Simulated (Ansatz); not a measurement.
Cost and result for the atomization energy of `CC[CH]([GaH2])CCl` (16 atoms, 15 bonds).

```xyz
16

C    -0.515   -1.520   -0.731
C     0.024   -1.023    0.600
C     0.315    0.476    0.625
Ga    1.693    0.923   -0.750
C    -0.895    1.355    0.457
Cl   -2.140    1.097    1.743
H    -0.684   -2.599   -0.714
H    -1.466   -1.047   -0.988
H     0.188   -1.321   -1.551
H    -0.692   -1.267    1.394
H     0.945   -1.564    0.840
H     0.787    0.724    1.585
H     1.566    2.206   -1.652
H     2.935   -0.032   -0.889
H    -1.419    1.179   -0.483
H    -0.642    2.413    0.513
```

Total charge 0; spin multiplicity 1. Correlated methods include outer-core shells of Ga, which these sets cover unevenly. Scalar relativity is left out up to krypton. All single points use the PBE0-D4/def2-TZVP geometry. It is one conformer, not always the lowest. Program: Ansatz. All runs use 2 threads of an AMD EPYC 7R13 on a shared host and a share of an NVIDIA H100 80 GB. Times are those of one run each, without the atoms' runs, and a repeat can differ threefold. Electronic energies, without spin–orbit coupling; frozen cores. CCSD(T)/CBS adds CCSD(T) − MP2 in def2-TZVPP to the MP2 limit, and its time is that of the two runs behind it. T1 = 0.011. With those shells the extrapolation isn't a true limit.

CCSD(T)/CBS is a level of theory with its own doubt, some kJ/mol a heavy atom from the limit and from the frozen cores, so smaller differences don't rank the functionals.

| level | functions | wall time | atomization (kcal/mol) | difference from CCSD(T)/CBS | per bond |
| --- | --- | --- | --- | --- | --- |
| BLYP-D4/def2-TZVPP | 354 | 5 s | 1347.8 | -16.0 | -1.1 |
| PBE0-D4/def2-TZVPP | 354 | 7 s | 1369.5 | 5.7 | 0.4 |
| LDA (SPW92)/def2-TZVPP | 354 | 8.5 s | 1548.1 | 184.3 | 12.3 |
| PBE-D4/def2-TZVPP (with forces) | 354 | 8.5 s | 1382.6 | 18.8 | 1.3 |
| B97M-V/def2-TZVPP | 354 | 9 s | 1367.1 | 3.3 | 0.2 |
| r2SCANh-D4/def2-TZVPP | 354 | 9 s | 1361.4 | -2.4 | -0.2 |
| BHLYP-D4/def2-TZVPP | 354 | 9.5 s | 1330.6 | -33.2 | -2.2 |
| CCSD(T)/def2-SVP | 156 | 9.5 s | 1305.4 | -58.4 | -3.9 |
| CAM-B3LYP-D4/def2-TZVPP | 354 | 11 s | 1364.5 | 0.7 | 0.0 |
| ωB97M-V/def2-TZVPP (with forces) | 354 | 16 s | 1364.0 | 0.2 | 0.0 |
| MP2/def2-QZVPP | 687 | 16 s | 1365.8 | 2.0 | 0.1 |
| CCSD(T)/def2-TZVPP | 354 | 30 s | 1335.7 | -28.1 | -1.9 |
| CCSD(T)/CBS(def2) | – | 45 s | 1363.8 | 0.0 | 0.0 |

At CCSD(T), def2-SVP lies −58.4 kcal/mol from the extrapolated value and def2-TZVPP −28.1 kcal/mol: correlation converges slowly with the basis, and small sets miss more of it in the bonded molecule than in its fragments. From r2SCAN to r2SCAN0 (25 % exact exchange), in def2-TZVPP and without D4, the atomization energy moves by −12.2 kcal/mol: exact exchange takes away binding that semilocal exchange gives to molecules. The D4 term adds +15.7 kcal/mol with B3LYP and +8.4 kcal/mol with PBE0; it sums over pairs of atoms, weighted by their polarisabilities, and B3LYP, whose exchange is more repulsive, gets the larger term.

B3LYP here is the variant with VWN-RPA as its local correlation; programs differ in this.
